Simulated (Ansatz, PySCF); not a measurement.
Si(Cl)(F)2(SH) (ClF2HSSi), SMILES F[Si](F)(S)Cl.

The structure is a stationary point at r2SCAN-D4/def2-SVP. The values are those of a single conformer.

Vertical ionisation energy (IE) and electron affinity (EA) in eV. Rows of orbital energies are one-electron estimates. Where ΔSCF, EOM or ADC give a negative EA the extra electron is unbound and the value depends on the basis.

```
level                                                                        IE     EA
------------------------------------------------------------------------  -----  -----
−ε(HOMO), −ε(LUMO), HF/def2-TZVP (PySCF)                                      …      …
ΔSCF, CAM-B3LYP/def2-SVPD (Ansatz), final states of multiplicity 2 and 2  10.99  -0.82
```

Task: Fill in the missing entries. (An estimate is asked for; the answer gives what the named calculation found.)

Result: 
- −ε(HOMO), −ε(LUMO), HF/def2-TZVP (PySCF), IE: 11.41
- −ε(HOMO), −ε(LUMO), HF/def2-TZVP (PySCF), EA: -3.10

Task: What vertical singlet–triplet gap does ΔSCF give with CAM-B3LYP/def2-SVPD (Ansatz, an electronic-structure program)? (The exact figures need the calculation; the answer reports its results.)

Result: 6.02 eV (triplet above singlet where positive).
